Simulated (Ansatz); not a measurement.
Problem. Name a neutral molecule of C, N, O, Sn and H with LUMO energy (ωB97M-V/def2-TZVPP) between 0.90 and 1.20 eV and LUMO energy (PBE/def2-TZVPP) between -1.35 and -1.05 eV (Ansatz, PBE0-D4/def2-TZVP geometry).

Solution. `[CH3][SnH2][N]=C=O` (1.03 eV, -1.14 eV). Other molecules can fit too; these were computed, each in one conformer that needn't be the lowest.
